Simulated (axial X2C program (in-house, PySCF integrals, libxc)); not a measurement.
## Potential curves of HBr⁺, with spin–orbit coupling

Calculated with an in-house all-electron X2C program for linear molecules (integrals from PySCF). Two-component (2c) means X2C with spin–orbit coupling and atomic mean-field two-electron Coulomb and Gaunt terms. Basis: Br dyall-cv3z [8s9p6d4f1g], H dyall-v3z [6s2p1d] (cores contracted in-house); Gaussian nuclei, density fitting, unrestricted open shells. Masses: Br 78.918 u, H 1.008 u.

State: Ω = 3/2 (⟨Sz⟩ = 0.50, ⟨Lz⟩ = 1.00 at HF). Energies in cm⁻¹ from the fragments at the same level (Br+ + H). Fits are polynomials in 1 − R0/R over 0.85 to 1.23 times the lowest point R0.

```
 R (Å)  CCSD(T)    CCSD    PBE0
1.2667                   -28225
1.3250   -29671  -29378  -30681
1.3686   -30720  -30413  -31764
1.4123   -31261  -30938  -32337
1.4560   -31391  -31050  -32498
1.5070   -31133  -30771  -32272
1.5579   -30535  -30150  -31701
1.6234   -29399  -28983  -30589
1.7035                   -28836
1.8200                   -25856
```

Correlated methods: 7 electrons correlated (number of frozen shells: Br 3 s, 2 p, 1 d; H none), 145 virtual spin orbitals or spinors in MP2, 70 natural virtuals in coupled cluster.

One determinant describes the state; a PBE0 search over occupations chose it and may have missed a lower one. Dissociation energies refer to the lowest single-determinant-based atoms at the same level and basis. Density functionals use the spin component along the axis (collinear). CCSD and (T) use frozen natural virtuals with an MP2 correction for the truncation; (T) itself is uncorrected, so its De runs slightly low. Without a current term, density functionals place determinants with orbital angular momentum somewhat too high. Coupled cluster ran on the points near the minimum only. MP2 and coupled cluster on one determinant become unreliable at the stretched end.

(1) Fit the CCSD(T) curve near its minimum: give the equilibrium distance, the harmonic wavenumber and the well depth.

(2) Fit the CCSD curve near its minimum: give the equilibrium distance, the harmonic wavenumber and the well depth.

(3) What are Re, ωe and De at the PBE0 level?

Results:

(1) At CCSD(T), 2c: Re = 1.450 Å, ωe ≈ 2450 cm⁻¹, De = 3.89 eV to Br+ + H; Be follows as 8.06 cm⁻¹.

(2) At CCSD, 2c: Re = 1.448 Å, ωe ≈ 2470 cm⁻¹, De = 3.85 eV to Br+ + H; Be follows as 8.08 cm⁻¹.

(3) At PBE0, 2c: Re = 1.454 Å, ωe ≈ 2430 cm⁻¹, De = 4.03 eV to Br+ + H; Be follows as 8.02 cm⁻¹.
